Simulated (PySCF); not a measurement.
PySCF input file for CH₆GeSTe, SMILES CS[Te][GeH3], TDDFT-B3LYP/def2-SVPD. Geometry: PBE0-D3(BJ)/def2-SVP. This is a generated structure with no PubChem entry under its InChIKey; it may be hypothetical. The def2 effective core potentials stand for the cores of Te; spin–orbit coupling is left out. The values are those of a single conformer.

```python
import numpy as np
from pyscf import gto, scf, dft, tdscf

mol = gto.M(
    atom='''
    Te    0.36756556    0.18611719    0.90830189
    S     1.66507176    0.44222689   -1.12017549
    C     2.08134437   -1.27295861   -1.53815104
    H     2.69184612   -1.74261490   -0.75514764
    H     2.66995920   -1.21749969   -2.46700402
    H     1.18029471   -1.87397040   -1.72364085
    Ge   -1.81481603   -0.11657751   -0.41099096
    H    -1.63204059   -1.28005673   -1.40103453
    H    -2.93763252   -0.44882696    0.59065745
    H    -2.14093717    1.17747619   -1.17210371
    ''',
    basis='def2-SVPD',
    ecp={'Te': 'def2-svp'},
    charge=0,
    spin=0,
    max_memory=1600,
    verbose=4,
)
mf = dft.RKS(mol, xc='b3lyp').density_fit(auxbasis='def2-universal-jkfit')
mf.grids.level = 3
mf.conv_tol = 1e-9
mf.max_cycle = 100
mf.kernel()
mf.grids = dft.Grids(mol).set(level=1).build(with_non0tab=True)  # coarser grid for the response kernel
td = tdscf.TDDFT(mf)
td.singlet = True
td.nstates = 10
td.conv_tol = 1e-4
td.positive_eig_threshold = 1e-6
td.kernel(x0=td.get_init_guess(mf, 15))
td.analyze()
tt = tdscf.TDA(mf)
tt.singlet = False
tt.nstates = 4
tt.conv_tol = 1e-4
tt.positive_eig_threshold = 1e-6
tt.kernel(x0=tt.get_init_guess(mf, 9))
tt.analyze(verbose=3)
```

It prints:

```
PySCF version 2.14.0

[INPUT] verbose = 4
[INPUT] num. atoms = 10
[INPUT] num. electrons = 84
[INPUT] charge = 0
[INPUT] spin (= nelec alpha-beta = 2S) = 0
[INPUT] symmetry False subgroup None
[INPUT] Mole.unit = angstrom
[INPUT] Symbol           X                Y                Z      unit          X                Y                Z       unit  Magmom
[INPUT]  1 Te     0.367565560000   0.186117190000   0.908301890000 AA    0.694598241222   0.351710516174   1.716441810525 Bohr   0.0
[INPUT]  2 S      1.665071760000   0.442226890000  -1.120175490000 AA    3.146529604148   0.835687707018  -2.116824887550 Bohr   0.0
[INPUT]  3 C      2.081344370000  -1.272958610000  -1.538151040000 AA    3.933170830205  -2.405543140807  -2.906684203815 Bohr   0.0
[INPUT]  4 H      2.691846120000  -1.742614900000  -0.755147640000 AA    5.086851936273  -3.293064901586  -1.427022223212 Bohr   0.0
[INPUT]  5 H      2.669959200000  -1.217499690000  -2.467004020000 AA    5.045491651763  -2.300740970843  -4.661961946001 Bohr   0.0
[INPUT]  6 H      1.180294710000  -1.873970400000  -1.723640850000 AA    2.230433748173  -3.541290821542  -3.257209143613 Bohr   0.0
[INPUT]  7 Ge    -1.814816030000  -0.116577510000  -0.410990960000 AA   -3.429505263170  -0.220299566184  -0.776660354072 Bohr   0.0
[INPUT]  8 H     -1.632040590000  -1.280056730000  -1.401034530000 AA   -3.084109739274  -2.418956643606  -2.647571552759 Bohr   0.0
[INPUT]  9 H     -2.937632520000  -0.448826960000   0.590657450000 AA   -5.551320917416  -0.848160031721   1.116180813934 Bohr   0.0
[INPUT] 10 H     -2.140937170000   1.177476190000  -1.172103710000 AA   -4.045784901201   2.225107517296  -2.214955001487 Bohr   0.0

nuclear repulsion = 488.491042933172
number of shells = 70
number of NR pGTOs = 285
number of NR cGTOs = 168
basis = def2-SVPD
ecp = {'Te': 'def2-svp'}


[settings echo left out]
init E= -2756.05625243922
  HOMO = -0.607329401799886  LUMO = -0.594574047893647  gap/eV = 0.34709
cycle= 1 E= -2781.80220930323  delta_E= -25.7  |g|= 3.28  |ddm|= 12.1
  HOMO = -0.0682819395393649  LUMO = -0.040863391201206  gap/eV = 0.74610
cycle= 2 E= -2775.4672033595  delta_E= 6.34  |g|=  4.4  |ddm|= 32.5
  HOMO = -0.292776479878665  LUMO = -0.178137790444666  gap/eV = 3.11948
cycle= 3 E= -2784.27115256376  delta_E= -8.8  |g|= 0.983  |ddm|= 30.9
  HOMO = -0.186923097840442  LUMO = -0.0648300684840357  gap/eV = 3.32232
cycle= 4 E= -2784.58351438479  delta_E= -0.312  |g|= 0.581  |ddm|= 2.49
  HOMO = -0.207568665558173  LUMO = -0.0563833874989638  gap/eV = 4.11396
cycle= 5 E= -2784.68436814166  delta_E= -0.101  |g|= 0.205  |ddm|= 0.957
  HOMO = -0.228773110203506  LUMO = -0.0763568263495193  gap/eV = 4.14746
cycle= 6 E= -2784.69678795832  delta_E= -0.0124  |g|= 0.0391  |ddm|= 0.325
  HOMO = -0.230326064418018  LUMO = -0.0753067627687121  gap/eV = 4.21829
cycle= 7 E= -2784.69719048283  delta_E= -0.000403  |g|= 0.0175  |ddm|= 0.0864
  HOMO = -0.229282165607409  LUMO = -0.0749375044070226  gap/eV = 4.19993
cycle= 8 E= -2784.69729759823  delta_E= -0.000107  |g|= 0.00518  |ddm|= 0.0332
  HOMO = -0.229193717932514  LUMO = -0.0746420360042643  gap/eV = 4.20557
cycle= 9 E= -2784.69730567004  delta_E= -8.07e-06  |g|= 0.000846  |ddm|= 0.00768
  HOMO = -0.229157063277444  LUMO = -0.0746662725403078  gap/eV = 4.20391
cycle= 10 E= -2784.69730587989  delta_E= -2.1e-07  |g|= 0.000337  |ddm|= 0.00177
  HOMO = -0.2291766815216  LUMO = -0.0746698100219857  gap/eV = 4.20435
cycle= 11 E= -2784.69730592019  delta_E= -4.03e-08  |g|= 0.000116  |ddm|= 0.000661
  HOMO = -0.2291763004718  LUMO = -0.0746704862362507  gap/eV = 4.20432
cycle= 12 E= -2784.69730592339  delta_E= -3.2e-09  |g|= 2.64e-05  |ddm|= 0.000184
  HOMO = -0.229176982567564  LUMO = -0.0746698051135592  gap/eV = 4.20435
cycle= 13 E= -2784.6973059236  delta_E= -2.14e-10  |g|= 8.38e-06  |ddm|= 5.21e-05
  HOMO = -0.229175659375528  LUMO = -0.0746693686231878  gap/eV = 4.20433
Extra cycle  E= -2784.69730592358  delta_E= 2.64e-11  |g|= 1.07e-05  |ddm|= 2.88e-05
converged SCF energy = -2784.69730592358
tot grids = 41776
Overwritten attributes  positive_eig_threshold  of <class 'pyscf.tdscf.rks.TDDFT'>


******** <class 'pyscf.tdscf.rks.TDDFT'> for <class 'pyscf.df.df_jk.DFRKS'> ********
nstates = 10 singlet
deg_eia_thresh = 1.000e-03
wfnsym = None
conv_tol = 0.0001
eigh lindep = 1e-12
eigh level_shift = 0
eigh max_cycle = 100


Excitation energies (eV)
[3.17922583 3.41008348 4.21979341 4.71893535 5.3701305  5.4709152
 5.66896055 5.68872159 5.77989259 6.06711753]

** Singlet excitation energies and oscillator strengths **
Excited State   1:      3.17923 eV    389.98 nm  f=0.0013
      42 -> 43       -0.70551
Excited State   2:      3.41008 eV    363.58 nm  f=0.0016
      41 -> 43       -0.70475
Excited State   3:      4.21979 eV    293.82 nm  f=0.0085
      42 -> 44       -0.70297
Excited State   4:      4.71894 eV    262.74 nm  f=0.0558
      41 -> 44       -0.69458
Excited State   5:      5.37013 eV    230.88 nm  f=0.0276
      42 -> 45        0.69795
Excited State   6:      5.47092 eV    226.62 nm  f=0.0105
      39 -> 43       -0.27715
      40 -> 43       -0.51140
      42 -> 46        0.37046
Excited State   7:      5.66896 eV    218.71 nm  f=0.0015
      41 -> 45        0.67651
      41 -> 46       -0.17671
Excited State   8:      5.68872 eV    217.95 nm  f=0.0215
      39 -> 43        0.40386
      40 -> 43        0.15964
      42 -> 46        0.54142
Excited State   9:      5.77989 eV    214.51 nm  f=0.0031
      41 -> 45        0.17580
      41 -> 46        0.66174
Excited State  10:      6.06712 eV    204.35 nm  f=0.1642
      36 -> 43        0.11568
      39 -> 43       -0.41848
      40 -> 43        0.33581
      40 -> 44       -0.11949
      41 -> 47        0.13925
      41 -> 50       -0.16326
      42 -> 46        0.21287
      42 -> 47        0.16712
      42 -> 48        0.14491

** Transition electric dipole moments (AU) **
state          X           Y           Z        Dip. S.      Osc.
  1        -0.0595     -0.0564      0.0992      0.0166      0.0013
  2         0.0264      0.0215      0.1333      0.0189      0.0016
  3         0.0620     -0.2769      0.0445      0.0825      0.0085
  4         0.6555      0.0372      0.2267      0.4825      0.0558
  5         0.1128     -0.4426     -0.0326      0.2096      0.0276
  6         0.2043     -0.0630     -0.1807      0.0783      0.0105
  7        -0.0854      0.0555     -0.0200      0.0108      0.0015
  8        -0.3755     -0.0529      0.1027      0.1544      0.0215
  9        -0.1396      0.0362      0.0277      0.0216      0.0031
 10        -0.8685     -0.1370      0.5757      1.1045      0.1642

WARN: ECP detected. Skipping calculation of transition velocity and magnetic dipole moments, which have not yet been implemented.

Overwritten attributes  positive_eig_threshold  of <class 'pyscf.tdscf.rks.TDA'>


******** <class 'pyscf.tdscf.rks.TDA'> for <class 'pyscf.df.df_jk.DFRKS'> ********
nstates = 4 triplet
deg_eia_thresh = 1.000e-03
wfnsym = None
conv_tol = 0.0001
eigh lindep = 1e-12
eigh level_shift = 0
eigh max_cycle = 100


Excitation energies (eV)
[2.64170821 2.92053699 3.79762986 4.29535485]

** Triplet excitation energies and oscillator strengths **
Excited State   1:      2.64171 eV    469.33 nm  f=0.0000
Excited State   2:      2.92054 eV    424.53 nm  f=0.0000
Excited State   3:      3.79763 eV    326.48 nm  f=0.0000
Excited State   4:      4.29535 eV    288.65 nm  f=0.0000
```

Self-consistency was reached.
